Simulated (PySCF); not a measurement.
# How strong are the bonds of boron trifluoride?

Molecule: boron trifluoride, `FB(F)F` (BF3). Optimised structure (Å), atoms numbered from 1:
```
F     1.2219   -0.4789    0.0181
B     0.0045    0.0020   -0.0114
F    -1.0200   -0.8119   -0.0792
F    -0.1856    1.2976    0.0271
```

Level of theory: M06-2X/def2-TZVP single points in PySCF, grid level 3; every species was optimised with PBE0-D3(BJ)/def2-SVP. Thermal corrections: PBE0-D3(BJ)/def2-SVP frequencies, unscaled, ideal gas at 298.15 K and 1 bar, quasi-RRHO entropy.

```tsv
bond	r / Å	radicals	BDE(298 K) / eV	BDFE / eV	D₀ / eV	Dₑ / eV
F1–B2	1.309	F• + F[B]F	7.37	6.90	7.32	7.47
```

Homolysis to relaxed radicals in the gas phase.

---

# Protonation sites of methyleneaminoacetonitrile

Parent: methyleneaminoacetonitrile, `C=NCC#N` (C3H4N2). Non-hydrogen atoms are numbered in `[CH2:1]=[N:2][CH2:3][C:4]#[N:5]`.

Computed at PBE0-D3(BJ)/def2-TZVP // PBE0-D3(BJ)/def2-SVPD with PySCF (density fitting, grid level 2). Zero-point and thermal terms (298.15 K, 1 bar) come from unscaled GFN2-xTB harmonic frequencies, with soft modes damped to free rotors in the entropy. These were taken at the GFN2-xTB minima.

```tsv
site	product	PA / kJ/mol	GB / kJ/mol	gas share
N2 (imine nitrogen)	C=[NH+]CC#N	848	816	> 99.9 %
N5 (nitrile nitrogen)	C=NCC#[NH+]	803	773	< 0.1 %
```

PA is −ΔH and GB is −ΔG of B + H⁺ → BH⁺ in the gas phase. Shares are Boltzmann weights among the listed products; an error of 10 kJ/mol changes a ratio about 56-fold. Sites whose products fell apart, merged with another or lost in a GFN2-xTB screen aren't listed.

Among these, N2 (imine nitrogen) wins by 43 kJ/mol in gas-phase free energy over N5.

---

## Protonation sites of aluminum bromide

Molecule: aluminum bromide, `[Br][Al]([Br])[Br]` (AlBr3). Numbering: `[Br:1][Al:2]([Br:3])[Br:4]`

These are calculated values, M06-2X/def2-TZVP in PySCF (grid level 3) at geometries from PBE0-D3(BJ)/def2-SVP. Thermal corrections: PBE0-D3(BJ)/def2-SVP frequencies, unscaled, ideal gas at 298.15 K and 1 bar, quasi-RRHO entropy.

```csv
site,product,PA / kcal/mol,GB / kcal/mol
Br1 (bromine),[Br][Al]([Br])[BrH+],151.1,145.6
```

PA is −ΔH and GB is −ΔG of B + H⁺ → BH⁺ in the gas phase.

In chloroform the product from Br1 is solvated 46.1 kcal/mol more strongly than the parent (electrostatics only).

Note: atoms from Ga to Kr are treated without relativity.
